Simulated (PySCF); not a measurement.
`C#CC([SiH3])=C=C[SiH3]`, C5H8Si2

Molfile (atoms numbered from 1):
```
C5H8Si2
     RDKit          3D

 15 14  0  0  0  0  0  0  0  0999 V2000
    0.6919    0.1471    3.3530 C   0  0  0  0  0  0  0  0  0  0  0  0
    0.1751    0.0301    2.2606 C   0  0  0  0  0  0  0  0  0  0  0  0
   -0.5069   -0.0665    1.0138 C   0  0  0  0  0  0  0  0  0  0  0  0
   -2.2773    0.5937    0.9147 Si  0  0  0  0  0  4  0  0  0  0  0  0
    0.0329   -0.5936   -0.0706 C   0  0  0  0  0  0  0  0  0  0  0  0
    0.5398   -1.0575   -1.1807 C   0  0  0  0  0  0  0  0  0  0  0  0
    1.4635    0.0578   -2.3743 Si  0  0  0  0  0  4  0  0  0  0  0  0
    1.1630    0.2442    4.3131 H   0  0  0  0  0  0  0  0  0  0  0  0
   -3.1439   -0.1455    1.8794 H   0  0  0  0  0  0  0  0  0  0  0  0
   -2.2883    2.0440    1.2677 H   0  0  0  0  0  0  0  0  0  0  0  0
   -2.7728    0.3978   -0.4781 H   0  0  0  0  0  0  0  0  0  0  0  0
    0.4273   -2.1272   -1.4071 H   0  0  0  0  0  0  0  0  0  0  0  0
    2.9012   -0.3427   -2.4495 H   0  0  0  0  0  0  0  0  0  0  0  0
    0.8716   -0.0674   -3.7409 H   0  0  0  0  0  0  0  0  0  0  0  0
    1.3531    1.4660   -1.8983 H   0  0  0  0  0  0  0  0  0  0  0  0
  1  2  3  0
  2  3  1  0
  3  4  1  0
  3  5  2  0
  5  6  2  0
  6  7  1  0
  1  8  1  0
  4  9  1  0
  4 10  1  0
  4 11  1  0
  6 12  1  0
  7 13  1  0
  7 14  1  0
  7 15  1  0
M  END
```

Method: TDDFT CAM-B3LYP/aug-cc-pVDZ circular dichroism and optical rotation, one conformer, gas phase (PySCF 2.14.0). Geometry: PBE0-D3(BJ)/def2-SVP.

No stereocentre is labelled: unless the shape is locked (an allene, a helicene, a hindered biaryl), the mirror image is equally populated and a measured rotation or CD is zero.

Question: Draw the ECD and absorption spectra from the lowest 12 states, each a Gaussian of half-width 0.35 eV at 1/e height.

Answer: 
| E (eV) | λ (nm) | Δε (L mol⁻¹ cm⁻¹) | ε (L mol⁻¹ cm⁻¹) |
| --- | --- | --- | --- |
| 4.66 | 266 | -0.36 | 113 |
| 4.76 | 260 | -0.81 | 367 |
| 4.86 | 255 | -1.58 | 1030 |
| 4.96 | 250 | -2.76 | 2470 |
| 5.06 | 245 | -4.32 | 5070 |
| 5.16 | 240 | -6.06 | 8850 |
| 5.26 | 236 | -7.63 | 13100 |
| 5.36 | 231 | -8.54 | 16600 |
| 5.46 | 227 | -8.42 | 17900 |
| 5.56 | 223 | -7.22 | 16300 |
| 5.66 | 219 | -5.32 | 12700 |
| 5.76 | 215 | -3.32 | 8530 |
| 5.86 | 212 | -1.62 | 5020 |
| 5.96 | 208 | -0.28 | 2780 |
| 6.06 | 205 | +1.03 | 1780 |
| 6.16 | 201 | +2.85 | 1750 |
| 6.26 | 198 | +5.67 | 2670 |
| 6.36 | 195 | +9.63 | 4870 |
| 6.46 | 192 | +14.22 | 8950 |
| 6.56 | 189 | +18.26 | 15500 |
| 6.66 | 186 | +20.35 | 24300 |
| 6.76 | 183 | +19.49 | 34000 |
| 6.86 | 181 | +15.81 | 41800 |

Δε uses R in velocity form, ε uses f in length form. Only the states computed contribute, so the short-wavelength end is incomplete.
